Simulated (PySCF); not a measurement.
## TDDFT excited states: B3H5O4Si

Species: B3H5O4Si.
SMILES: `[SiH3]OB1OBOBO1`

Method: TDDFT B3LYP/def2-SVPD, vertical, gas phase, core orbitals frozen in the response in PySCF 2.14.0, density-fitted response routines. Geometry: PBE0-D3(BJ)/def2-SVP, one conformer, isolated molecule. Torsions of this conformer, `[SiH3:1][O:2][B:3]1[O:4][BH:5][O:6][BH:7][O:8]1`: Si1–O2–B3–O4 1°.

```csv
state,λ (nm),E (eV),f,"main configurations (H = HOMO, L = LUMO)"
S1,170.8,7.26,0.020,"H-1→L (63%), H-2→L (35%)"
S2,164.4,7.54,0.0002,H-3→L (90%)
S3,163.1,7.60,0.0018,H→L (95%)
S4,162.6,7.62,0.0024,H→L+1 (94%)
S5,159.5,7.77,0.0092,"H-1→L+1 (80%), H-2→L+1 (14%)"
S6,157.2,7.89,0.0003,"H-2→L (33%), H-1→L+2 (32%), H-1→L (21%)"
S7,156.3,7.93,0.0000,"H-1→L+2 (39%), H-2→L (24%), H-2→L+2 (16%)"
S8,151.9,8.16,0.0040,"H-2→L+1 (77%), H-1→L+1 (16%)"
S9,150.5,8.24,0.135,H→L+2 (82%)
S10,150.1,8.26,0.019,"H-3→L+2 (43%), H-2→L+2 (34%), H→L+2 (9%)"
```

Triplets, Tamm–Dancoff:

```csv
state,E (eV),λ (nm),"main configurations (H = HOMO, L = LUMO)"
T1,6.80,182.2,"H-1→L (51%), H-2→L (41%)"
T2,7.18,172.7,"H-3→L (70%), H-1→L+2 (10%)"
T3,7.30,169.9,H→L+1 (87%)
T4,7.42,167.2,"H→L (56%), H-1→L+1 (20%), H-4→L (10%)"
```

The lowest singlet comes at 171 nm (700 kJ/mol) in the vacuum ultraviolet; it is weak; its leading configuration is HOMO-1→LUMO (63%). The most intense listed level is S9 at 8.24 eV (150 nm, f = 0.135), 0.98 eV above S1. Löwdin shares by element: HOMO hydrogen 32% or more, oxygen 30% or more, silicon 24%; LUMO boron 54% or more, oxygen 24% or more (atoms not listed hold the other 22%). The oscillator strengths of these states sum to 0.192; summed over the whole spectrum of an exact calculation they would give the number of electrons, 66 (Thomas–Reiche–Kuhn). Orbital energies (eV): HOMO-3 -9.78, HOMO-2 -9.47, HOMO-1 -9.22, HOMO -9.16, LUMO -0.82, LUMO+1 -0.45, LUMO+2 -0.16. The listed states span 1.00 eV, and the widest gap between neighbours is 0.28 eV (S1 to S2). All these states lie below the vertical ionisation energy of 11.14 eV (ΔSCF). The window holds the lowest 10 singlets.
